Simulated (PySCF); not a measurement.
Vertical excitations of a molecule C4H8OS from TDDFT-PBE/def2-SVPD in PySCF, as energy in eV (oscillator strength): 4.04 (0.000), 5.02 (0.000), 5.44 (0.016), 5.52 (0.040), 6.03 (0.017), 6.06 (0.037), 6.15 (0.003), 6.44 (0.004), 6.57 (0.011), 6.66 (0.015). Lowest triplet (TDA): 3.63 eV. Coordinates come from a B3LYP-D3(BJ)/def2-SVP optimisation. One conformer was computed; it need not be the lowest.

Which molecule gave these data?
(A) CCC(=O)SC
(B) C[C@H]1O[C@H](C)S1
(C) CC[C@@H](S)C=O
(D) CC(C)SC=O

B, C[C@H]1O[C@H](C)S1
